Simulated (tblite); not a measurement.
Species: C₈H₁₀Si.
Geometry (GFN2-xTB, Å), atoms numbered from 1 in this order:
```
atom  x, y, z in Å
C1     4.3522   -0.6138   -0.0612
C2     2.9360   -0.3405   -0.1471
C3     1.7548   -0.1207   -0.2270
C4     0.3755    0.1595   -0.3143
C5    -0.5657   -0.7218   -0.7130
Si6   -2.2512    0.1139   -0.6919
C7    -3.5094   -0.6416    0.5130
C8    -1.4261    1.6933   -0.0620
C9    -0.1106    1.4956    0.0486
H10    4.5247   -1.6883    0.0012
H11    4.8580   -0.2266   -0.9463
H12    4.7747   -0.1342    0.8222
H13   -0.3085   -1.7267   -1.0036
H14   -2.8209    0.2762   -2.0371
H15   -4.3905   -0.0131    0.5921
H16   -3.0925   -0.7594    1.5085
H17   -3.8298   -1.6186    0.1661
H18   -1.8833    2.6394    0.1765
H19    0.6028    2.2365    0.3829
```

Level: GFN2-xTB in tblite, geometry and Hessian alike; calculated harmonic values, unscaled, isolated species. This tight-binding method is rough: wavenumbers can miss measured ones by several per cent, in bad cases by 10 to 20. Modes of hydrogen on silicon can be 10 to 20 % off. The optimisation stopped once no atom felt more than 0.01 eV/Å.

Lowest wavenumbers of the output (negative numbers stand for imaginary wavenumbers):
```
mode    cm-1
  1     -20.9
  2      57.8
  3      79.0
  4     113.4
  5     119.7
  6     148.4
  7     252.1
  8     263.3
```

Is this structure a minimum?

Not by this Hessian. 1 mode is imaginary beyond 20i (21i cm⁻¹), so at this level the point lies at or near a first-order saddle. The curvature is small, so loose convergence or finite differences may be the whole cause.

Which atoms move in the imaginary mode?

21i: H11 (methyl hydrogen) 34 %, H12 (methyl hydrogen) 32 %, H10 (methyl hydrogen) 32 %. These are shares of the mass-weighted motion.

What is the remedy?

Step along that mode in both directions, optimise again with tighter thresholds and repeat the frequencies. The zero-point energy of this point (91.0 kcal/mol) counts the 50 real modes alone, and thermal corrections from it aren't those of a minimum.
